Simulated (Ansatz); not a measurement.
Geometry optimisation, Ansatz 0.2.0, RKS LDA/def2-SVP.

Input:

```yaml
crystal:
  periodic: [false, false, false]
  atoms:
    - { symbol: In, position_ang: [-0.07179, -0.397292, 0.091182] }
    - { symbol: O, position_ang: [-0.486633, -0.56276, 2.035596] }
    - { symbol: H, position_ang: [-1.44073, -0.723173, 2.187949] }
    - { symbol: Cl, position_ang: [2.17705, -0.405876, -0.430807] }
    - { symbol: O, position_ang: [-1.39286, -0.424678, -1.384703] }
    - { symbol: H, position_ang: [-2.293754, -0.289433, -1.035034] }
    - { symbol: O, position_ang: [0.295287, 2.298233, 1.724322] }
    - { symbol: Si, position_ang: [1.901644, 2.775156, 1.841138] }
    - { symbol: H, position_ang: [2.837687, 1.59357, 1.845152] }
    - { symbol: H, position_ang: [2.166625, 3.651704, 0.652643] }
    - { symbol: H, position_ang: [2.116893, 3.575028, 3.102984] }
    - { symbol: H, position_ang: [0.003781, 1.561521, 2.327477] }
basis:
  gaussian: { orbitals: def2-SVP }
hamiltonian:
  xc: lda
relax:
  f_tol: 0.03
  max_steps: 50
```

Command:

```bash
$ ansatz run input.yaml --threads 4 --pin off --max-ram 5120MiB --backend cpu --events-out ev --progress --plain --runs-dir out
```

Problem. Where does it end, and by what steps?

Solution. It converged. The force dipped under the threshold on the way, but the program's further checks kept it going. After 15 steps the energy has fallen by 0.746 eV; H6 moved furthest, 0.89 Å. Joined: In1–O7 (3.17 → 2.22 Å).

```json
{"step": "0", "energy less start (eV)": "0.0000", "largest force component (eV/Å)": "0.755", "accepted": "yes"}
{"step": "1", "energy less start (eV)": "-0.2740", "largest force component (eV/Å)": "0.520", "accepted": "yes"}
{"step": "2", "energy less start (eV)": "-0.5272", "largest force component (eV/Å)": "0.471", "accepted": "yes"}
{"step": "3", "energy less start (eV)": "-0.5397", "largest force component (eV/Å)": "1.912", "accepted": "yes"}
{"step": "4", "energy less start (eV)": "-0.6891", "largest force component (eV/Å)": "0.853", "accepted": "yes"}
{"step": "5", "energy less start (eV)": "-0.7160", "largest force component (eV/Å)": "0.179", "accepted": "yes"}
{"step": "6", "energy less start (eV)": "-0.7298", "largest force component (eV/Å)": "0.370", "accepted": "yes"}
{"step": "7", "energy less start (eV)": "-0.7361", "largest force component (eV/Å)": "0.207", "accepted": "yes"}
{"step": "8", "energy less start (eV)": "-0.7395", "largest force component (eV/Å)": "0.053", "accepted": "yes"}
{"step": "9", "energy less start (eV)": "-0.7418", "largest force component (eV/Å)": "0.048", "accepted": "yes"}
{"step": "10", "energy less start (eV)": "-0.7423", "largest force component (eV/Å)": "0.245", "accepted": "yes"}
{"step": "11", "energy less start (eV)": "-0.7439", "largest force component (eV/Å)": "0.056", "accepted": "yes"}
{"step": "12", "energy less start (eV)": "-0.7446", "largest force component (eV/Å)": "0.021", "accepted": "yes"}
{"step": "13", "energy less start (eV)": "-0.7458", "largest force component (eV/Å)": "0.067", "accepted": "yes"}
{"step": "14", "energy less start (eV)": "-0.7462", "largest force component (eV/Å)": "0.037", "accepted": "yes"}
{"step": "15", "energy less start (eV)": "-0.7464", "largest force component (eV/Å)": "0.020", "accepted": "yes"}
```

```xyz
12
Properties=species:S:1:pos:R:3
In 0.080 -0.030 0.167
O -0.284 -0.452 2.174
H -1.146 -0.846 2.409
Cl 2.298 -0.395 -0.408
O -1.394 -0.028 -1.158
H -2.107 0.564 -0.844
O 0.279 1.742 1.492
Si 1.726 2.594 1.700
H 2.795 1.708 2.279
H 2.131 3.106 0.348
H 1.462 3.746 2.633
H -0.027 0.942 2.167
```

Whether the end is a true minimum wasn't checked by a vibrational analysis.

Run time: 19 s on 4 threads of Arm Neoverse V2, with other jobs on the host, peak memory 0.2 GiB.
